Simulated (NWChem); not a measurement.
Molecule: AlAsH4; SMILES [AlH2][AsH2]

Program: NWChem. Pople sets run with spherical d functions. The geometry was optimised at PBE0/def2-SVP.

Q: What does the run give for LC-wPBE (HJS exchange hole, range parameter 0.4 per bohr)/6-31G*? Quantities: highest occupied level (eV); orbital gap (eV); dipole (D).

A: The highest occupied level (eV) comes out as -9.60 and the orbital gap (eV) is 9.85. The dipole (D) is 0.96.
